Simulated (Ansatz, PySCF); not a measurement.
This Ansatz (an electronic-structure program) input computes a CAM-B3LYP/def2-TZVPD energy:

Ansatz 0.2 input:
```yaml
crystal:
  periodic: [false, false, false]
  atoms:
    - {symbol: Si, position_ang: [0.23811438, -0.09486760, -0.06914489]}
    - {symbol: Cl, position_ang: [-0.30317118, -0.32223402, 1.83118796]}
    - {symbol: Cl, position_ang: [-1.27922740, -0.17203284, -1.35749433]}
    - {symbol: O, position_ang: [0.81796442, 1.61642888, -0.21584395]}
    - {symbol: O, position_ang: [1.63477798, -0.71898156, -0.52130790]}
    - {symbol: H, position_ang: [0.24201552, 2.37700724, -0.40353727]}
    - {symbol: H, position_ang: [1.95675954, -1.60483497, -0.32145434]}
    - {symbol: H, position_ang: [1.74646012, 1.77893233, -0.46255693]}
basis:
  gaussian:
    orbitals: def2-TZVPD
hamiltonian:
  xc: {name: CAM-B3LYP}
total_charge: 1
output: {forces: true}
```

Task: Write an input for the same energy in PySCF and say what it gives.

Result: 
```python
from pyscf import gto, scf, dft

mol = gto.M(
    atom='''
    Si    0.23811438   -0.09486760   -0.06914489
    Cl   -0.30317118   -0.32223402    1.83118796
    Cl   -1.27922740   -0.17203284   -1.35749433
    O     0.81796442    1.61642888   -0.21584395
    O     1.63477798   -0.71898156   -0.52130790
    H     0.24201552    2.37700724   -0.40353727
    H     1.95675954   -1.60483497   -0.32145434
    H     1.74646012    1.77893233   -0.46255693
    ''',
    basis='def2-tzvpd',
    charge=1,
    spin=0,
    verbose=4,
)

mf = dft.RKS(mol, xc='camb3lyp').density_fit(auxbasis='def2-universal-jkfit')
mf.grids.level = 3
mf.conv_tol = 1e-9
mf.max_cycle = 100
mf.max_memory = 1500
mf.kernel()
if not mf.converged:
    mf = mf.newton()
    mf.kernel(mf.make_rdm1())
mf.analyze()
```
It gives -1362.14759 Eh, and Ansatz -1362.14751 Eh, a difference of 0.08 mEh, from the treatment of integrals and grids.

It need not be the lowest isomer of its formula.
